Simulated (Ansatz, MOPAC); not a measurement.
Species: CH₂I (charge +1, singlet). SMILES of the parent species: [CH2]I

Atoms: C1, I2, H3, H4. Bonds: C1-I2, C1-H3, C1-H4.

Bond lengths (Å) and angles (degrees) optimised at MNDO with MOPAC; HF/STO-3G with Ansatz (an electronic-structure program); B3LYP/LANL2DZ with Ansatz, each started from the B3LYP-D3(BJ)/def2-TZVP structure (Ansatz) of the last column. A row stands for all coordinates that are equal there. No wavenumbers were computed at MNDO, HF/STO-3G, B3LYP/LANL2DZ, so these may be saddle points.

```csv
coordinate,MNDO,HF/STO-3G,B3LYP/LANL2DZ,B3LYP-D3(BJ)/def2-TZVP
C1-I2,1.924,1.951,1.975,1.947
C1-H3,1.094,1.105,1.091,1.086
I2-C1-H3,122.6,122.5,120.2,119.9
H3-C1-H4,114.9,115.0,119.7,120.2
```

Mean signed difference of all 3 bond lengths from B3LYP-D3(BJ)/def2-TZVP: MNDO -0.002 Å, HF/STO-3G 0.014 Å, B3LYP/LANL2DZ 0.013 Å.
